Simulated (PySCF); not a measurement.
A structure optimised at PBE-D3(BJ)/def2-SVP, used in a PySCF frequency run:

```xyz
11

Te     0.4935    -0.0640     0.8866
O      0.5375    -1.5101    -0.5085
Si    -0.8029    -2.0271    -1.4142
H     -2.0838    -1.8242    -0.6474
H     -0.5879    -3.4874    -1.6934
H     -0.8820    -1.2798    -2.7163
O      0.4575     1.5724    -0.2983
Si    -1.0321     2.1886    -0.8398
H     -1.7712     1.1719    -1.6693
H     -0.6961     3.3852    -1.6817
H     -1.9085     2.6015     0.3128
```

### Question
Write its SMILES and formula.

### Answer
[SiH3]O[Te]O[SiH3], H6O2Si2Te

### Question
What are its rotational constants (standard atomic weights)?

### Answer
1.7589, 1.2963, 0.79530 GHz
